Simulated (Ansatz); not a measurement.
Start from `[SiH3]S[CH2][GeH3]` and change one atom or group to get `NCS[SiH3]`.

Ansatz, PBE0-D4/def2-TZVP geometries, multiplicity 1. Each molecule was computed in one conformer, which needn't be the lowest.

Scalar relativity is left out up to krypton.

```csv
property,`[SiH3]S[CH2][GeH3]`
LUMO energy (B3LYP/def2-TZVPP) / eV,-0.29
HOMO–LUMO gap (B3LYP/def2-TZVPP) / eV,6.52
HOMO energy (PBE0/def2-TZVPP) / eV,-7.04
HOMO–LUMO gap (PBE0/def2-TZVPP) / eV,6.96
size of the dipole moment (ωB97M-V/def2-TZVPP) / D,1.34
size of the dipole moment (B3LYP/def2-TZVPP) / D,1.35
```

(1) Give the same properties after the change, and the shifts. (An estimate is asked.)

Results:

(1) Ansatz gave: 
```tsv
property	`NCS[SiH3]`	shift
LUMO energy (B3LYP/def2-TZVPP) / eV	-0.03	0.26
HOMO–LUMO gap (B3LYP/def2-TZVPP) / eV	6.59	0.07
HOMO energy (PBE0/def2-TZVPP) / eV	-6.85	0.19
HOMO–LUMO gap (PBE0/def2-TZVPP) / eV	7.04	0.08
size of the dipole moment (ωB97M-V/def2-TZVPP) / D	2.44	1.10
size of the dipole moment (B3LYP/def2-TZVPP) / D	2.44	1.09
```

With PBE0 the HOMO rises by 0.19 eV and the LUMO rises by 0.28 eV, so the gap widens by about 0.09 eV. PBE moves the HOMO by 0.24 eV and ωB97M-V by 0.17 eV. The zero-point energy changes by 11.6 kJ/mol with -3 modes. Dipoles are sizes alone; their direction can turn.

B3LYP here is the variant with VWN-RPA as its local correlation; programs differ in this.
